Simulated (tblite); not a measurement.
Compound: C₃H₉BrSi₃.
Numbering: `[CH3:1][C:2]#[C:3][SiH2:4][Si@@H:5]([SiH3:6])[Br:7]` (hydrogens: H8, H9, H10 on C1; H11, H12 on Si4; H13 on Si5; H14, H15, H16 on Si6)

Computed with GFN2-xTB (tblite), gas phase: L-BFGS steps from a force-field or distance-geometry start until the largest atomic force falls under 0.01 eV/Å.

Geometry at step 4:
```
atom  x, y, z in Å
C1     -3.3512    1.0318   -0.2309
C2     -2.2042    0.3037    0.2627
C3     -1.2425   -0.3052    0.6769
Si4     0.1991   -1.2544    1.3370
Si5     1.8372   -1.2197   -0.3062
Si6     2.4456    0.9754   -0.6370
Br7     3.6604   -2.4146    0.4097
H8     -3.0472    1.8109   -0.9289
H9     -4.0431    0.3625   -0.7423
H10    -3.8897    1.5069    0.5941
H11     0.7256   -0.5951    2.5360
H12    -0.1765   -2.6186    1.6674
H13     1.4345   -1.9175   -1.5329
H14     2.8536    1.5635    0.6300
H15     3.5213    1.0926   -1.5978
H16     1.2694    1.6866   -1.1225
```

**Question.** Give the atomic forces at this geometry.

**Answer.** 
```
atom  Fx (eV/Å)  Fy (eV/Å)  Fz (eV/Å)
  C1     -0.143      0.097      0.062
  C2      0.382     -0.254      0.178
  C3     -0.309      0.159     -0.080
 Si4      0.027      0.014     -0.099
 Si5     -0.039      0.041      0.116
 Si6      0.033     -0.076     -0.070
 Br7     -0.291      0.111     -0.176
  H8      0.094     -0.005     -0.023
  H9      0.057     -0.077     -0.002
 H10      0.109     -0.071     -0.006
 H11     -0.093      0.056      0.074
 H12     -0.234     -0.199      0.133
 H13      0.167     -0.122      0.024
 H14      0.067      0.101      0.096
 H15      0.228      0.160     -0.184
 H16     -0.055      0.064     -0.042
```

The largest, 0.49 eV/Å, acts on C2; the rms over all components is 0.139 eV/Å. The forces sum to zero within rounding, as they must for an isolated molecule in no field.

**Question.** Give the force on C2 in Eh/bohr and in nN.

**Answer.** 0.492 eV/Å ÷ 51.422 = 0.00957 Eh/bohr, and 0.492 eV/Å × 1.602 = 0.79 nN.

**Question.** How far is this geometry from the end of the optimisation?

**Answer.** 0.098 eV above it, and 0.167 Å rms away after alignment. The bonds farthest from their final lengths, with half the difference of the two atoms' forces along the bond (positive lengthens):

| bond | now (Å) | final (Å) | force along bond (eV/Å) |
| --- | --- | --- | --- |
| Si5–Si6 | 2.302 | 2.321 | -0.03 |
| Si6–H15 | 1.447 | 1.463 | +0.12 |
| Si5–Br7 | 2.294 | 2.279 | -0.16 |
| Si4–H12 | 1.453 | 1.468 | +0.16 |
| Si4–Si5 | 2.320 | 2.333 | -0.10 |
| Si6–H14 | 1.455 | 1.464 | +0.11 |

The angle farthest from its final value is Si4–Si5–Si6, 107.6° against 119.9°.

Of the 5 listed bonds off by 0.010 Å or more, this force points towards the final length in 3.

What follows is the cost of the whole relaxation. Hardware: one thread, Arm Neoverse V2 (aarch64), no GPU, shared host with 96 logical CPUs at a one-minute load of 34. Cost: 0.53 s wall.
